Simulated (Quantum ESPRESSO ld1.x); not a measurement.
Species: Rh3+. Configuration: [Kr] 4d5 5s1 (not the ground configuration). All-electron calculation, Dirac Kohn-Sham, BLYP, spin-unpolarised, spherical densities, point nucleus; open shells are shared between the two j in proportion to 2j + 1. Program: ld1.x of Quantum ESPRESSO 7.5.

Radial electron density D(r) = 4 pi r^2 rho(r):

r (bohr),D(r) (e/bohr)
0.001487,2.170
0.001968,3.526
0.002625,5.726
0.003501,9.116
0.004632,13.97
0.006179,20.95
0.008241,30.00
0.0109,40.14
0.01454,50.13
0.0194,56.75
0.02566,57.44
0.03423,52.94
0.04529,49.38
0.06041,54.30
0.08057,66.63
0.1066,71.47
0.1422,59.47
0.1896,46.97
0.2509,51.93
0.3347,55.50
0.4463,36.68
0.5906,17.66
0.7877,14.76
1.051,13.94
1.39,7.998
1.854,3.086
2.473,1.060
3.272,0.2916
4.364,0.03818
5.82,0.001597

D(r) has 4 maxima, at r = 0.0229, 0.101, 0.309, 0.888 bohr, and minima at 0.0457, 0.199, 0.721 bohr, inside which lie 2.04, 11.10, 29.22 electrons.
